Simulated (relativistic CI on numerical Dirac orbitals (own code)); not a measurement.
**What each ingredient does to the levels of Pd XXX**

Base calculation: Dirac-Coulomb-Breit CI, separate exchange-only KLI orbitals for each configuration, model QED (radiative potential, 1s self-energy scaled to tabulated hydrogen-like ionisation energies), unscaled Slater integrals.

Configurations in the expansion (outside the closed core [Ne]): 3s²3p⁵, 3s3p⁶, 3s²3p⁴3d, 3s3p⁵3d, 3p⁶3d, 3s3p⁴3d², 3s²3p³3d4p, 3p⁶4s, 3s²3p⁴4s, 3s3p⁴3d4s, 3p⁶4p, 3s²3p⁴4p, 3s²3p³3d², 3s²3p²3d³, 3s3p³3d³, 3s²3p²3d²4s, 3s²3p²3d²4p. Double excitations out of closed p, d and f shells are left out; levels of such configurations are missing from the list, as are those of other unlisted configurations, and high levels can miss mixing partners.

The lowest level and the first level of each name with at least 55 % of one term (blank where a level has no safe partner in the second run):

| Level | Base (cm⁻¹) | Shift (cm⁻¹) |
| --- | --- | --- |
| 3s²3p⁵ ²P°3/2 | 0 | 0 |
| 3s²3p⁵ ²P°1/2 | 290324 | +4395 |
| 3s3p⁶ ²S1/2 | 956780 | +1593 |
| 3s²3p⁴3d ⁴D5/2 | 1016971 | +4067 |
| 3s²3p⁴3d ⁴F9/2 | 1101391 | +6822 |
| 3s²3p⁴3d ⁴P1/2 | 1191513 | +4527 |
| 3s²3p⁴3d ⁴D1/2 | 1256398 | +7011 |
| 3s²3p⁴3d ²G9/2 | 1414647 | +11803 |
| 3s3p⁵3d ⁴P°1/2 | 1945051 | +3289 |
| 3s3p⁵3d ⁴P°3/2 | 1968615 | +4520 |
| 3s3p⁵3d ⁴F°9/2 | 2059759 | +7777 |

At this charge energies of transitions that change n are usually good to better than 1 %, and those within a shell (Δn = 0) to a few per cent.

(1) One thing was changed in a second run, which moved the levels as shown. Which?
A. QED terms removed
B. Breit term removed
C. configuration mixing switched off
D. valence Slater integrals scaled by 0.9

Results:

(1) B. Breit term removed. The Breit term mainly narrows fine-structure intervals, so removing it widens them.

LS names give the leading component of a level, which can be under half, so a name can repeat, a term be missing and a line seem to break the LS rules.
